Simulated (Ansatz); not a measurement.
Born–Oppenheimer molecular dynamics of F$_{2}$H$_{3}$NSi (7 atoms, charge 0, multiplicity 1). It starts from a relaxed structure.

These are results of Ansatz, RKS revPBE/def2-SVP, not measurements.

```json
{
 "ensemble": "NVT, Nosé–Hoover chain",
 "time step": "1 fs",
 "steps asked": "150",
 "set temperature": "1500 K",
 "thermostat": "time constant 300 fs, chain length 5",
 "seed": "282090"
}
```

First frame:

```xyz
7
Properties=species:S:1:pos:R:3
Si -0.009 0.032 0.068
N 0.064 0.117 1.780
H -0.780 0.333 2.316
H 0.709 -0.467 2.317
F 1.503 0.226 -0.521
H -0.937 1.071 -0.455
F -0.488 -1.418 -0.531
```

**Question.** How far do the bonds stretch over the last three quarters of this one trajectory? (Pairs bonded in most of those frames.)

**Answer.** 
```
  bond  mean (Å)  spread (Å)  shortest  longest
Si1–N2     1.728       0.048      1.65     1.81
Si1–F5     1.644       0.032      1.57     1.71
Si1–H6     1.492       0.028      1.45     1.54
Si1–F7     1.645       0.045      1.57     1.73
 N2–H3     1.029       0.027      0.98     1.09
 N2–H4     1.033       0.029      0.98     1.08
```

Mean temperature of the second half: 888 K. The conserved energy stayed within 1.7 meV per atom of its start (net change 1.3 meV per atom), so the integration is sound. The mean temperature of the second half is 41 % below the set value. A run of 0.15 ps of so small a system gives no equilibrium averages.

Run time: 4.1 min on 1 thread of AMD EPYC 7R43 64-Core Processor (Zen 3), on a shared host, peak memory 0.15 GiB.
